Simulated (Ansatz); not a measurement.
Consider the formal exchange of groups at the Si–O bond: `F[Si](F)(F)O[SiH3]` + dichlorosilane → `F[Si](F)(F)[SiH](Cl)Cl` + silanol.

Isolated molecules relaxed with PBE0-D4/def2-TZVP in Ansatz; ΔE leaves out vibrations. CBS: MP2 limit from def2 TZ/QZ plus the TZ coupled-cluster correction, frozen cores. Functionals use def2-TZVPP. One conformer a species, not always the lowest.

```json
{"species": "`F[Si](F)(F)O[SiH3]`", "r2SCAN energy (Eh)": "-955.83502"}
{"species": "`Cl[SiH2]Cl`", "r2SCAN energy (Eh)": "-1211.14312"}
{"species": "`F[Si](F)(F)[SiH](Cl)Cl`", "r2SCAN energy (Eh)": "-1799.78987"}
{"species": "`O[SiH3]`", "r2SCAN energy (Eh)": "-367.13098"}
```

(1) Work out ΔE.

Largest T1 diagnostic among the species: 0.011.

## Answers

(1) ΔE = (-1799.78987) + (-367.13098) − (-955.83502) − (-1211.14312) = 0.05729 Eh = +150.4 kJ/mol. CCSD(T)/CBS gives +157.2 kJ/mol.

From PBE to PBE0 (25 % exact exchange), in def2-TZVPP and without D4, ΔE moves by +16.2 kJ/mol. In def2-TZVPP, CCSD(T) changes the Hartree–Fock value by −32.2 kJ/mol (the triples alone add −5.7 kJ/mol) and MP2 by −28.7 kJ/mol.
